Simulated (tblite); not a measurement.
Question: What does the GFN2-xTB structure of InChI=1S/C3H10NOSi2/c1-3-2-7(4-6)5-3/h3-4,7H,2,6H2,1H3/t3-,7-/m1/s1 look like in three dimensions? (Doublet state.)

Answer: 
```xyz
17
C3H10NOSi2 angstrom
C     -1.657    1.252    0.369
C     -1.492   -0.091   -0.311
C     -0.868   -1.182    0.563
Si     0.488   -1.188   -0.775
N      2.063   -0.601   -0.421
Si     2.459    0.990    0.166
O     -0.505   -0.005   -1.353
H     -1.959    2.003   -0.357
H     -2.415    1.183    1.147
H     -0.710    1.554    0.812
H     -2.434   -0.405   -0.772
H     -1.486   -2.068    0.662
H     -0.601   -0.826    1.554
H      0.578   -2.360   -1.638
H      2.801   -1.282   -0.440
H      3.919    1.047    0.186
H      1.811    1.992   -0.666
```

Any rigid rotation of these coordinates is as good. Atoms count from 1 in this order. Si6 (silicon bonded to N and 2 H) is pyramidal (angles 115.2°, 109.6° and 105.5°, sum 330.3°, 0.49 Å off the plane of its three neighbours). Of the pairs four or more bonds apart, Si6···H10 is among the closest relative to their van der Waals radii: 3.28 Å, 99 % of the sum of Bondi's values. O7 (oxygen bonded to C and Si) is bent (angle 96.7°). The 4-membered ring C2–C3–Si4–O7 has internal angles of 79.4° to 100.2°; it is planar, 0.01 Å rms from its mean plane, widest ring torsion 1°.

Bonds between heavy atoms (Å): C1–C2 1.515, C2–C3 1.531, C3–Si4 1.905, Si4–N5 1.717, N5–Si6 1.742, Si4–O7 1.650, C2–O7 1.438.

Computed geometry: GFN2-xTB, gas phase. This method treats the open shell by occupation alone, without spin polarisation.

Point group: C1 (no symmetry element, even within 0.4 Å). Its GFN2-xTB frequencies are all real (lowest 44 cm⁻¹). Torsions: C3–Si4–N5–Si6 -57°, Si4–N5–Si6–H -175° and -50°. 3 starts were optimised and ended at 0.00, 0.50 and 0.50 kcal/mol (GFN2-xTB); the lowest of these is shown.

One conformer stands for the species.
